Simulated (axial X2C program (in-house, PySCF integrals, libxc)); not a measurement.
## Excited states of GaTe⁻ by EOM-EE-CCSD

Calculated with an axial X2C code built on PySCF integrals: two-component X2C with atomic mean-field Coulomb and Gaunt terms, Gaussian nuclei, basis Te dyall-acv3z, Ga dyall-acv3z with contracted cores.

R = 2.485 Å (near the PBE0 minimum at charge -1 of the determinant lowest at the starting distance; the state shown can have its own minimum elsewhere).

Vertical excitation energies from the closed-shell determinant state of GaTe⁻:

```tsv
Ω	excitation (eV)	cm⁻¹	hole of the leading pair	particle of the leading pair	weight of the pair (for Ω = 0 its time-reversed partner can hold as much again)	singles weight
0⁻	2.198	17732	37% Ga pσ, 28% Te pσ, 21% Ga sσ	67% Ga pπ, 12% Te dπ, 11% Ga dπ	0.47	0.95
0⁺	2.226	17953	39% Ga pσ, 29% Te pσ, 22% Ga sσ	67% Ga pπ, 12% Te dπ, 12% Ga dπ	0.47	0.95
1	2.253	18170	38% Ga pσ, 29% Te pσ, 20% Ga sσ	67% Ga pπ, 12% Te dπ, 11% Ga dπ	0.54	0.95
2	2.322	18731	38% Ga pσ, 29% Te pσ, 21% Ga sσ	62% Ga pπ, 15% Ga dπ, 13% Te dπ	0.94	0.95
1	2.596	20936	74% Te pπ, 14% Ga pπ, 8% Ga dπ	67% Ga pπ, 15% Te dπ, 8% Te pπ	0.73	0.92
0⁻	2.687	21673	74% Te pπ, 14% Ga pπ, 8% Ga dπ	62% Ga pπ, 17% Te dπ, 9% Te pπ	0.38	0.93
2	2.766	22310	74% Te pπ, 14% Ga pπ, 8% Ga dπ	70% Ga pπ, 13% Te dπ, 7% Te pπ	0.89	0.92
3	2.780	22426	74% Te pπ, 14% Ga pπ, 8% Ga dπ	64% Ga pπ, 16% Te dπ, 10% Ga dπ	0.92	0.92
1	2.803	22605	35% Ga pσ, 33% Te pσ, 13% Ga sσ	67% Ga pπ, 13% Ga dπ, 11% Te dπ	0.46	0.93
```

This point took 56 s on 1 thread of Arm Neoverse N1, on a shared host.

Reference electrons by ω block (each with its −ω partner): 1/2: 27, 3/2: 12, 5/2: 3. 10 electrons of GaTe⁻ correlated (inner shells frozen), 88 natural virtual spinors (a truncated set); levels can be off by some tenths of an eV. Roots sought by Ω: (0: 5, 1: 4, 2: 3, 3: 1); rows need 60 % singles weight and stop where some Ω has no more roots. Missing are any skipped roots, higher Ω and states of a further excitation; these come out far too high here and may in truth be low or lowest. T1 of the reference 0.022 (Lee–Taylor). The highest Hartree–Fock level of the anion lies at -2.64 eV; relaxation, partly offset by correlation, puts the detachment threshold some tenths of an eV to over one eV lower in magnitude, and states above it are held by the basis set and are not bound. Number of frozen shells: Te 4 s, 3 p, 2 d; Ga 3 s, 2 p, 1 d.
